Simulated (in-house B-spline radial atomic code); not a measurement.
Inner-shell binding energies (edges) and X-ray emission energies of free atoms and ions, as differences of relaxed hole-state energies with first-order Breit, QED and recoil terms, without correlation or multiplet splittings, in NIST's listed ground configurations. For neutral atoms such line energies lie within some 1 to 5 eV of tabulated X-ray lines (up to 20 eV for the heaviest). Removing outer electrons raises all edges nearly alike, so lines move far less than edges. K = 1s, L2 = 2p1/2, L3 = 2p3/2, M3 = 3p3/2, M4 = 3d3/2, M5 = 3d5/2. A dash marks a subshell that is part filled or wasn't run, or a line left out. Computed with a B-spline radial code for spherical atoms: Dirac-Hartree-Fock, average of the configuration, finite nuclei.

| ion | configuration | L3 edge (eV) | M5 edge (eV) | K-M3 (eV) | L2-M4 (eV) |
| --- | --- | --- | --- | --- | --- |
| Pr | [Xe] 4f3 6s2 | 5967.06 | 933.46 | 40744.9 | 5489.89 |
| Pr+ | [Xe] 4f3 6s1 | 5973.51 | 939.89 | - | 5489.91 |
| Pr2+ | [Xe] 4f3 | 5980.99 | 947.34 | 40745 | 5489.94 |
| Pr3+ | [Xe] 4f2 | 6001.05 | 968.48 | 40742.8 | 5488.8 |
